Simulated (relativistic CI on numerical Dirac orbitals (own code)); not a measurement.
**The 24-electron sequence from Ru²⁰⁺ to Eu³⁹⁺**

These numbers are calculated, not measured: Dirac-Coulomb-Breit CI, orbitals from a KLI potential per configuration, model QED (radiative potential, 1s self-energy scaled to tabulated hydrogen-like ionisation energies), unscaled Slater integrals (own radial code, finite nucleus).

Configurations in the expansion (outside the closed core [Ne]): 3s²3p⁶3d⁶, 3s²3p⁶3d⁵4s, 3s²3p⁵3d⁷, 3s²3p⁴3d⁸, 3s3p⁶3d⁷, 3p⁶3d⁸, 3s²3p⁶3d⁵4p. Levels of other configurations are missing.

Energies above each ion's lowest level, in eV. Levels are followed by their leading LS label, which can pass from one level to another where the coupling changes.

```csv
Ion,3s²3p⁶3d⁶ ⁵D4,3s²3p⁶3d⁶ ⁵D3,3s²3p⁶3d⁶ ⁵D1,3s²3p⁶3d⁶ ³H6,3s²3p⁶3d⁶ ³F2,3s²3p⁶3d⁶ ³F3,3s²3p⁶3d⁶ ³G5
Ru²⁰⁺,0,2.6849,4.1679,10.737,12.605,12.217,15.549
Rh²¹⁺,0,3.1082,4.7105,11.32,13.345,12.964,16.726
Pd²²⁺,0,3.5868,5.3083,11.946,14.132,13.764,18.008
Ag²³⁺,0,4.1263,5.9667,12.621,14.975,14.621,19.406
Cd²⁴⁺,0,4.7329,6.6914,13.351,15.884,15.542,20.931
In²⁵⁺,0,5.4127,7.4883,14.144,16.877,16.533,14.137
Sn²⁶⁺,?,?,?,?,?,?,?
Sb²⁷⁺,0,7.0172,9.3229,15.946,19.256,18.75,15.903
Te²⁸⁺,0,7.9543,10.373,16.969,20.781,19.988,16.91
I²⁹⁺,0,8.9892,11.52,18.082,20.788,21.32,18.008
Xe³⁰⁺,0,10.128,12.768,19.292,22.244,22.752,19.204
Cs³¹⁺,0,11.375,14.125,20.605,23.762,24.29,20.504
Ba³²⁺,0,12.737,15.596,22.027,25.368,25.939,21.915
La³³⁺,0,14.219,17.185,23.563,27.08,27.704,23.442
Ce³⁴⁺,0,15.825,18.898,25.22,28.907,29.591,25.091
Pr³⁵⁺,0,17.56,20.74,27.002,30.858,31.605,26.867
Nd³⁶⁺,0,19.431,22.716,28.916,32.94,33.751,28.775
Pm³⁷⁺,0,21.441,24.832,30.966,35.159,36.035,30.822
Sm³⁸⁺,0,23.596,27.093,33.158,37.523,51.978,33.013
Eu³⁹⁺,0,25.902,29.504,35.498,40.036,54.811,35.353
```

**Question.** Fill in the row of Sn²⁶⁺.

**Answer.** 3s²3p⁶3d⁶ ⁵D4 0, 3s²3p⁶3d⁶ ⁵D3 6.1721, 3s²3p⁶3d⁶ ⁵D1 8.3634, 3s²3p⁶3d⁶ ³H6 15.007, 3s²3p⁶3d⁶ ³F2 17.982, 3s²3p⁶3d⁶ ³F3 17.6, 3s²3p⁶3d⁶ ³G5 14.981 (eV).

The lowest level keeps the configuration 3s²3p⁶3d⁶ and J = 4 throughout.

Between Z = 60 and 63 the energy of 3s²3p⁶3d⁶ ⁵D3 follows a local power law Z^5.9. For orientation: electrostatic splittings inside a shell grow about linearly with the screened charge, excitations that change n as its square, and fine structure as its fourth power; written in Z itself the exponents are larger, since the screened charge grows faster in proportion.
